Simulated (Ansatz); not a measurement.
An input meant for Zn3O3H12⁻, a cluster cut from wurtzite ZnO (hydrogen-capped) (charge -1, doublet; atoms displaced at random, 0.08 Å in each coordinate).

```yaml
crystal:
  periodic: [false, false, false]
  atoms:
    - {symbol: O, position_ang: [-0.041692, -2.153653, 0.100527]}
    - {symbol: O, position_ang: [-1.613511, 1.059488, -0.002854]}
    - {symbol: O, position_ang: [1.879448, 1.050368, -0.027525]}
    - {symbol: Zn, position_ang: [-2.200972, -1.277270, -0.001612]}
    - {symbol: Zn, position_ang: [2.099985, -1.196367, 0.082763]}
    - {symbol: Zn, position_ang: [0.034048, 2.562687, 0.035903]}
    - {symbol: H, position_ang: [0.089014, -2.711005, 0.691575]}
    - {symbol: H, position_ang: [-0.137953, -2.524071, -0.631333]}
    - {symbol: H, position_ang: [-2.532629, -1.485407, -1.525960]}
    - {symbol: H, position_ang: [-2.492013, -1.490463, 1.540750]}
    - {symbol: H, position_ang: [-2.170464, 1.189957, -0.674657]}
    - {symbol: H, position_ang: [-2.310716, 1.255133, 0.782736]}
    - {symbol: H, position_ang: [2.373778, -1.462679, -1.445580]}
    - {symbol: H, position_ang: [2.339858, -1.473976, 1.590403]}
    - {symbol: H, position_ang: [2.325952, 1.340752, -0.857945]}
    - {symbol: H, position_ang: [2.313267, 1.335754, 0.732179]}
    - {symbol: H, position_ang: [-0.015319, 2.663294, 1.490091]}
    - {symbol: H, position_ang: [0.051261, 2.826779, -1.548402]}
basis:
  gaussian: {orbitals: def2-mTZVP}
total_charge: -1
magnetization: {spin_polarized: true, initial_magnetization: 1}
hamiltonian: {xc: {name: HF}}
correlation: {method: mp2, frozen_orbitals: {O: 0}}
accuracy: high
```

```sh
$ ansatz run in.yaml --threads 4 --pin off --events-out ev --progress --plain --max-ram 4787MiB
```

Question: Predict how Ansatz answers.

Answer: The input was rejected before any iteration. Frozen orbitals are typed for one element alone, and the program wants a count for each (the count typed has to fit that element's core, too).
```
Functional definition: HF
Error: "frozen_orbitals" has no count for Zn
```
